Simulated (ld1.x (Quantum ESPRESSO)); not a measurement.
# Plane-wave convergence, RRKJ potential for promethium

* Element: Pm
* Generator: ld1.x (Quantum ESPRESSO) 7.5
* Type: norm-conserving RRKJ (Kleinman–Bylander form)
* Functional: PBEsol
* Relativity: scalar-relativistic
* Frozen core: [Kr] 4d10
* Valence charge: 15
* Reference configuration: 4f5 5s2 5p6 5d0 6s2 6p0
* Partial waves: 5s (bound): rc 2.30 bohr; 5p (bound): rc 1.95 bohr; 5d (bound, empty): rc 3.50 bohr; 4f (bound): rc 0.85 bohr
* Local potential: all-electron potential smoothed inside 1.75 bohr (lloc = -1)
* Core correction: none
* rho0: 0.02

Occupied shells without a wave of their own: 6s. They enter only through the test configuration that unscreens the potential.

The pseudo-atom Hamiltonian at the reference potential is diagonalised in spherical Bessel functions j_l(qr) that vanish at 20 bohr, with q² up to the cutoff. All-electron valence levels (Ry): 5s -3.0796, 6s -0.2617, 5p -1.6671, 6p -0.0885, 5d -0.1337, 4f -0.1609.

Task: How do the lowest levels (Ry) of each channel move with the cutoff, and are there ghosts?

Result:

```csv
cutoff (Ry),s #1,s #2,s #3,p #1,p #2,d #1,f #1,Σ f·Δε (mRy)
8,-2.9355,-0.2784,0.0004,-1.5839,-0.0837,-0.1245,0.0922,2057.8
15,-3.0338,-0.2791,0.0003,-1.6069,-0.0862,-0.1337,0.0922,1722.4
25,-3.0781,-0.2795,0.0003,-1.6534,-0.0883,-0.1337,0.0922,1354.1
35,-3.0796,-0.2802,0.0001,-1.6665,-0.0890,-0.1337,0.0922,1270.9
50,-3.0796,-0.2805,-0.0001,-1.6670,-0.0890,-0.1337,0.0922,1267.0
70,-3.0796,-0.2805,-0.0001,-1.6672,-0.0890,-0.1337,0.0922,1266.1
100,-3.0796,-0.2805,-0.0001,-1.6672,-0.0890,-0.1337,0.0922,1265.9
140,-3.0796,-0.2805,-0.0001,-1.6672,-0.0890,-0.1337,0.0921,1265.5
180,-3.0796,-0.2805,-0.0001,-1.6672,-0.0890,-0.1337,0.0899,1254.2
260,-3.0796,-0.2805,-0.0001,-1.6672,-0.0890,-0.1337,-0.1572,19.1
400,-3.0796,-0.2805,-0.0001,-1.6672,-0.0890,-0.1337,-0.1610,0.0
```

Result: no extra level below or beside the all-electron valence levels (s, p, d, f tested); 10 mRy is reached at 300 Ry and 1 mRy at over 300 Ry.

Its largest configuration-test error is -2002 meV.
